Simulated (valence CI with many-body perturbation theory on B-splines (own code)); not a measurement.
# Ag³²⁺: electric-dipole lines

Level of theory: configuration interaction combined with many-body perturbation theory (CI+MBPT): five valence electrons over a frozen Dirac-Fock core [Ne], a basis of 9 s, 9 p, 8 d, 6 f, 3 g, 1 h functions for each j, with the one-electron correlation potential Σ1 (screened to all orders), the two-electron term Σ2, the three-electron term Σ3, Breit, model QED; selected single and double excitations, second order for the rest (own B-spline code, finite nucleus).

The last digits are not significant, and no measured levels were compared; by estimate large intervals hold to a few tenths of a per cent, small ones and those within an open d or f shell to about a per cent. Among the levels kept, up to 600 cm⁻¹ of a level comes from second order outside the variational space, and about a tenth of that is noise between levels of different J, which matters for small intervals.

Lines 51 to 100 of 196 in falling wavelength, among levels below 2099700 cm⁻¹, chosen from the strongest by gf and those to the six lowest levels. Wavelengths and rates use the calculated energies. Electric multipoles are in the length gauge, E1 and E2 with the static RPA response of the core. Weak lines are less certain than strong ones. Lines between different terms over intervals too small for the method are left out, as are lines whose strength nearly cancels. The highest levels of a list are the least certain.

Levels are named by their leading jj configuration (3d3/2^4 stands for four electrons in 3d with j = 3/2), which in mixed levels can hold well under half, so a name can repeat and another be missing. Letters in brackets count levels of one name in rising energy.

| λ vac (Å) | Upper | Lower | A (s⁻¹) | log gf | Branch % |
| --- | --- | --- | --- | --- | --- |
| 139.4 | (3s^2 3p1/2^2 3d3/2) J=3/2 | (3s^2 3p1/2 3p3/2^2) J=3/2 | 2.78e+08 | -2.49 | 11.1 |
| 138.5 | (3s 3p1/2^2 3p3/2^2) J=3/2 | (3s^2 3p1/2 3p3/2^2) J=1/2 | 4.67e+07 | -3.27 | 0.1 |
| 133.9 | (3s 3p1/2 3p3/2^3) J=1/2 | (3s^2 3p3/2^3) J=3/2 | 1.98e+09 | -1.97 | 1.9 |
| 133.9 | (3p1/2^2 3p3/2^3) J=3/2 | (3s 3p1/2 3p3/2^3) J=5/2 | 8.26e+09 | -1.05 | 21.1 |
| 133.7 | (3s 3p1/2^2 3p3/2 3d3/2) J=3/2 [b] | (3s^2 3p1/2 3p3/2 3d3/2) J=1/2 [a] | 3.59e+08 | -2.41 | 1.3 |
| 132.5 | (3s 3p1/2^2 3p3/2 3d3/2) J=3/2 [b] | (3s^2 3p1/2 3p3/2 3d3/2) J=5/2 [a] | 3.31e+09 | -1.46 | 11.6 |
| 132.3 | (3s 3p1/2^2 3p3/2 3d5/2) J=5/2 | (3s 3p1/2 3p3/2^3) J=5/2 | 2.29e+09 | -1.44 | 8.7 |
| 131.8 | (3s^2 3p1/2 3p3/2 3d5/2) J=3/2 [a] | (3s^2 3p3/2^3) J=3/2 | 6.36e+08 | -2.18 | 1.1 |
| 131.0 | (3s^2 3p1/2 3p3/2 3d5/2) J=5/2 [a] | (3s^2 3p3/2^3) J=3/2 | 8.00e+08 | -1.91 | 0.5 |
| 128.5 | (3s 3p1/2^2 3p3/2 3d3/2) J=3/2 [b] | (3s 3p1/2 3p3/2^3) J=3/2 | 4.47e+08 | -2.35 | 1.6 |
| 128.1 | (3p1/2^2 3p3/2^3) J=3/2 | (3s^2 3p1/2 3p3/2 3d3/2) J=1/2 [a] | 7.88e+08 | -2.11 | 2.0 |
| 127.0 | (3p1/2^2 3p3/2^3) J=3/2 | (3s^2 3p1/2 3p3/2 3d3/2) J=5/2 [a] | 2.78e+09 | -1.57 | 7.1 |
| 127.0 | (3p1/2^2 3p3/2^3) J=3/2 | (3s^2 3p1/2 3p3/2 3d3/2) J=3/2 [a] | 2.58e+09 | -1.60 | 6.6 |
| 126.7 | (3s 3p1/2^2 3p3/2^2) J=3/2 | (3s^2 3p1/2 3p3/2^2) J=5/2 | 3.91e+09 | -1.42 | 7.6 |
| 125.6 | (3s 3p1/2^2 3p3/2 3d3/2) J=5/2 | (3s^2 3p1/2^2 3d5/2) J=5/2 | 9.14e+08 | -1.89 | 13.1 |
| 125.5 | (3s 3p1/2^2 3p3/2 3d5/2) J=5/2 | (3s^2 3p1/2 3p3/2 3d3/2) J=3/2 [a] | 1.07e+09 | -1.82 | 4.0 |
| 123.3 | (3p1/2^2 3p3/2^3) J=3/2 | (3s 3p1/2 3p3/2^3) J=3/2 | 3.26e+09 | -1.53 | 8.3 |
| 123.2 | (3s 3p1/2^2 3p3/2 3d3/2) J=7/2 | (3s^2 3p1/2^2 3d5/2) J=5/2 | 8.06e+08 | -1.83 | 18.7 |
| 123.2 | (3s^2 3p1/2 3p3/2 3d3/2) J=3/2 [b] | (3s^2 3p3/2^3) J=3/2 | 2.01e+08 | -2.74 | 0.0 |
| 122.2 | (3s^2 3p1/2^2 3d5/2) J=5/2 | (3s^2 3p1/2 3p3/2^2) J=5/2 | 3.62e+08 | -2.31 | 1.0 |
| 122.1 | (3s 3p1/2^2 3p3/2^2) J=1/2 | (3s^2 3p1/2 3p3/2^2) J=3/2 | 1.11e+08 | -3.30 | 0.3 |
| 122.0 | (3s 3p1/2^2 3p3/2 3d5/2) J=5/2 | (3s 3p1/2 3p3/2^3) J=3/2 | 1.97e+09 | -1.58 | 7.5 |
| 121.2 | (3s 3p1/2^2 3p3/2 3d3/2) J=5/2 | (3s 3p1/2^2 3p3/2^2) J=3/2 | 9.27e+08 | -1.91 | 13.3 |
| 120.6 | (3s^2 3p1/2 3p3/2 3d3/2) J=5/2 [b] | (3s^2 3p3/2^3) J=3/2 | 9.05e+08 | -1.93 | 0.4 |
| 120.5 | (3s 3p1/2^2 3p3/2 3d3/2) J=3/2 [a] | (3s 3p1/2^2 3p3/2^2) J=3/2 | 1.20e+09 | -1.98 | 14.1 |
| 120.5 | (3s 3p1/2^2 3p3/2 3d3/2) J=1/2 | (3s 3p1/2^2 3p3/2^2) J=3/2 | 7.30e+08 | -2.50 | 14.3 |
| 119.0 | (3s^2 3p1/2 3p3/2 3d3/2) J=1/2 [b] | (3s^2 3p3/2^3) J=3/2 | 6.47e+07 | -3.56 | 0.0 |
| 118.6 | (3s 3p1/2^2 3p3/2^2) J=3/2 | (3s^2 3p1/2 3p3/2^2) J=3/2 | 1.57e+09 | -1.88 | 3.0 |
| 117.1 | (3s 3p1/2^2 3p3/2 3d3/2) J=3/2 [a] | (3s 3p1/2^2 3p3/2^2) J=1/2 | 7.22e+08 | -2.23 | 8.5 |
| 115.5 | (3s 3p1/2 3p3/2^3) J=3/2 | (3s^2 3p1/2 3p3/2^2) J=1/2 | 2.13e+08 | -2.77 | 1.1 |
| 114.6 | (3s^2 3p1/2^2 3d5/2) J=5/2 | (3s^2 3p1/2 3p3/2^2) J=3/2 | 6.53e+08 | -2.11 | 1.8 |
| 112.9 | (3s^2 3p1/2 3p3/2 3d5/2) J=3/2 [b] | (3s^2 3p3/2^3) J=3/2 | 3.31e+09 | -1.60 | 1.4 |
| 112.5 | (3s^2 3p1/2 3p3/2 3d3/2) J=3/2 [a] | (3s^2 3p1/2 3p3/2^2) J=1/2 | 7.28e+06 | -4.26 | 0.2 |
| 112.1 | (3s 3p1/2^2 3p3/2 3d3/2) J=3/2 [b] | (3s^2 3p1/2^2 3d5/2) J=5/2 | 5.40e+08 | -2.39 | 1.9 |
| 111.6 | (3s^2 3p1/2 3p3/2 3d3/2) J=1/2 [a] | (3s^2 3p1/2 3p3/2^2) J=1/2 | 3.36e+08 | -2.90 | 5.8 |
| 110.4 | (3s^2 3p1/2 3p3/2 3d5/2) J=5/2 [b] | (3s^2 3p3/2^3) J=3/2 | 8.69e+08 | -2.02 | 0.3 |
| 110.2 | (3s^2 3p1/2 3p3/2 3d5/2) J=3/2 [c] | (3s^2 3p3/2^3) J=3/2 | 2.45e+09 | -1.75 | 2.0 |
| 108.5 | (3s 3p1/2^2 3p3/2 3d3/2) J=3/2 [b] | (3s 3p1/2^2 3p3/2^2) J=3/2 | 4.40e+09 | -1.51 | 15.4 |
| 107.2 | (3s 3p1/2 3p3/2^3) J=3/2 | (3s^2 3p1/2 3p3/2^2) J=5/2 | 1.23e+09 | -2.07 | 6.4 |
| 107.1 | (3s 3p1/2^2 3p3/2 3d5/2) J=5/2 | (3s^2 3p1/2^2 3d5/2) J=5/2 | 1.61e+09 | -1.78 | 6.1 |
| 105.2 | (3s^2 3p1/2 3p3/2 3d5/2) J=1/2 | (3s^2 3p3/2^3) J=3/2 | 1.34e+08 | -3.35 | 0.1 |
| 105.1 | (3s 3p1/2^2 3p3/2^2) J=5/2 | (3s^2 3p1/2^2 3p3/2) J=3/2 | 3.53e+09 | -1.46 | 44.4 |
| 104.8 | (3p1/2^2 3p3/2^3) J=3/2 | (3s 3p1/2^2 3p3/2^2) J=3/2 | 4.34e+08 | -2.54 | 1.1 |
| 104.6 | (3s^2 3p1/2 3p3/2 3d3/2) J=3/2 [a] | (3s^2 3p1/2 3p3/2^2) J=5/2 | 4.97e+08 | -2.49 | 11.2 |
| 104.6 | (3s^2 3p1/2 3p3/2 3d3/2) J=5/2 [a] | (3s^2 3p1/2 3p3/2^2) J=5/2 | 2.32e+08 | -2.64 | 17.0 |
| 103.8 | (3s 3p1/2^2 3p3/2 3d5/2) J=5/2 | (3s 3p1/2^2 3p3/2^2) J=3/2 | 3.68e+08 | -2.45 | 1.4 |
| 101.4 | (3s 3p1/2 3p3/2^3) J=3/2 | (3s^2 3p1/2 3p3/2^2) J=3/2 | 1.10e+10 | -1.17 | 57.0 |
| 100.3 | (3s 3p1/2 3p3/2^3) J=5/2 | (3s^2 3p1/2 3p3/2^2) J=5/2 | 5.73e+09 | -1.28 | 74.2 |
| 100.2 | (3s^2 3p1/2^2 3d3/2) J=3/2 | (3s^2 3p1/2^2 3p3/2) J=3/2 | 1.03e+09 | -2.21 | 41.0 |
| 100.2 | (3s 3p1/2^2 3p3/2 3d3/2) J=5/2 | (3s 3p1/2^2 3p3/2^2) J=5/2 | 1.92e+09 | -1.76 | 27.6 |
